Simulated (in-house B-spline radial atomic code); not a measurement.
The selenium ion Se⁴⁺: [Ar] 3d10 4s2

Method: non-relativistic revTPSS, spin-polarised, spherical fractional occupations, point nucleus. Calculated with a B-spline radial code for spherical atoms.

Screening seen three ways: the hydrogenic charge with the same mean radius, Z_r = [3n² - l(l+1)]/(2<r>), the one with the same energy, Z_e = n√(-2ε), and Slater's rules. Values are occupation-weighted means over spin.

| shell | electrons | ε (eV) | <r> (bohr) | Z_r | Z_e | Slater |
| --- | --- | --- | --- | --- | --- | --- |
| 1s | 2 | -12374 | 0.04496 | 33.36 | 30.16 | 33.70 |
| 2s | 2 | -1617.3 | 0.1998 | 30.03 | 21.81 | 29.85 |
| 2p | 6 | -1455 | 0.1728 | 28.93 | 20.68 | 29.85 |
| 3s | 2 | -259.15 | 0.5841 | 23.11 | 13.09 | 22.75 |
| 3p | 6 | -203.35 | 0.5934 | 21.06 | 11.60 | 22.75 |
| 3d | 10 | -105.46 | 0.6214 | 16.90 | 8.35 | 12.85 |
| 4s | 2 | -60.649 | 1.615 | 14.86 | 8.45 | 8.35 |

The least bound orbital is 4s at -60.65 eV, and it is also the most diffuse (<r> = 1.615 bohr).

The density falls to 0.001 bohr⁻³ at 2.958 bohr; Σ<r²> = 14.244 bohr² gives, by the non-relativistic formula and without the paramagnetism of open shells, a Langevin diamagnetic susceptibility of -11.28×10⁻⁶ cm³/mol.
